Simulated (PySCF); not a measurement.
B(PH2)3 (BH₆P₃), SMILES PB(P)P. Atoms are numbered in the order given.

```xyz
10

B      0.0415    -0.0144     0.0000
P      0.1255     1.8855     0.0000
H     -0.7677     2.2100     1.0766
H     -0.7677     2.2100    -1.0766
P     -0.1203    -0.9508     1.6501
H      0.6440    -0.0870     2.5040
H      0.8828    -1.9664     1.4940
P     -0.1203    -0.9508    -1.6501
H      0.8828    -1.9664    -1.4940
H      0.6440    -0.0870    -2.5040
```
Charge 0, spin multiplicity 1.

Geometry optimised at PBE-D3(BJ)/def2-SVP. Other conformers were not sampled.

These are PBE/pcSseg-1 in PySCF values and carry that method's errors.

GIAO shieldings, no solvent; atoms listed in one row are averaged. δ = σ(ref) − σ: ¹¹B against BF3 (σ = 83.9 ppm); ³¹P against PH3 (σ = 576.8 ppm); ¹H against TMS (σ = 31.49 ppm), references at their B3LYP-D3(BJ)/def2-TZVP geometries, non-relativistic.

```csv
nucleus,atoms,count,δ (ppm)
¹¹B,B1,1,83.9
³¹P,"P8, P5",2,116.8
³¹P,P2,1,113.7
¹H,"H3, H4, H6, H7, H9, H10",6,3.99
```
